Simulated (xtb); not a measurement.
xtb input:

```bash
xtb mol.xyz --gfn 2 --sp --chrg -1 --uhf 0
```
mol.xyz:
```
9

B      0.14582422     0.01867256    -0.00100654
N      1.50942725     0.20575644     0.01073931
N     -0.62998183    -1.22784800     0.34763058
N     -0.79145706     1.13332708    -0.37604615
H      2.02654241    -0.65829729     0.17564274
H     -0.06106499    -2.06357977     0.35783977
H     -1.43217107    -1.39135404    -0.25061158
H     -0.29235579     2.01337465    -0.39999237
H     -1.58599006     1.22784492     0.24588807
```

**Question.** Which total energy does the run end on?

**Answer.** -12.72061 Eh (GFN2-xTB).

It need not be the lowest isomer of its formula. Whether it binds its extra electron was not tested at this geometry.
